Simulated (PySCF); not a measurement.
# Reading the logs of faulty runs: FH3OSi2

These are calculations, not measurements. The program is PySCF 2.14.0, an open-source quantum chemistry code, run on an isolated molecule that a program drew, which may never have been made. The molecule is FH3OSi2 (charge 0, singlet), drawn as the SMILES string `O=[SiH][SiH2]F`.

Each row is a Hartree-Fock (HF) and frozen-core CCSD(T) single point in the cc-pV(D+d)Z basis, meant for a local HF minimum. Run 1 is clean. Each other run has one planted mistake out of seven kinds, and not every kind appears here: one electron removed, one electron added, multiplicity raised by two, geometry at a saddle point, minimal basis STO-3G, one bond length entered in bohr, all coordinates scaled. The reference is restricted for singlets and unrestricted otherwise, and also for a bond in bohr. Adding or removing an electron swaps singlet and doublet. Electrons count all cores. HOMO and LUMO are orbital energies over both spins, the gradient is its largest component, and the lowest frequency (negative if imaginary) is given only where the gradient is small. Bond lengths are over the 6 bonds as drawn. T1 is the CCSD diagnostic: over 0.02 (restricted) or 0.045 (unrestricted) a single reference is doubtful.

Geometry of the clean run:
```xyz
7
FH3OSi2, angstrom
O    -1.1328   -1.3275    0.0936
Si   -0.4872   -0.2264    0.8843
Si    1.7398   -0.4535    1.6424
F     2.1228    0.8892    2.4634
H    -1.1633    1.0410    1.2393
H     1.8614   -1.6046    2.5514
H     2.6622   -0.5797    0.5023
```

```
run,electrons,basis functions,<S^2>,HOMO (eV),LUMO (eV),gradient (hartree/bohr),lowest frequency (cm^-1),mean bond (Å),longest bond (Å),T1,HF (hartree),CCSD(T) (hartree),mistake
1,48,89,0.000,-11.14,0.87,2.0e-05,35,1.6513,2.363,0.0203,-753.96321,-754.57120,no fault
2,48,89,0.000,-11.08,0.67,5.0e-02,-,1.7207,2.463,0.0226,-753.95013,-754.56781,all coordinates scaled
3,48,31,0.000,-7.20,7.22,4.0e-02,-,1.6513,2.363,0.0171,-744.77014,-744.97839,minimal basis STO-3G
4,48,89,0.845,-9.91,0.10,8.2e-03,-,1.8696,2.781,0.0431,-753.85058,-754.44886,one bond length entered in bohr
5,49,89,0.770,-0.53,7.57,5.6e-02,-,1.6513,2.363,0.0178,-753.95633,-754.56690,?
6,47,89,0.768,-18.17,-6.48,9.6e-02,-,1.6513,2.363,0.0474,-753.64274,-754.20654,?
```

**Which mistake was planted in run 5, and what did it cost?**

It counts 49 electrons, one more than the clean run, at the same geometry and basis. So the mistake is: one electron added. Subtracting run 1 and multiplying by 627.51 kcal/mol a hartree, the energy moved by 4.3 kcal/mol in HF and 2.7 kcal/mol in CCSD(T).

**Which mistake was planted in run 6, and what did it cost?**

It counts 47 electrons, one fewer than the clean run, at the same geometry and basis. So the mistake is: one electron removed. Subtracting run 1 and multiplying by 627.51 kcal/mol a hartree, the energy moved by 201.1 kcal/mol in HF and 228.8 kcal/mol in CCSD(T).

Cautions from the logs. Run 1: T1 is over the limit, so its CCSD(T) energy is less reliable; run 2: T1 is over the limit, so its CCSD(T) energy is less reliable; run 5: the added electron raises the CCSD(T) energy, so it isn't bound in this basis; run 6: T1 is over the limit, so its CCSD(T) energy is less reliable.
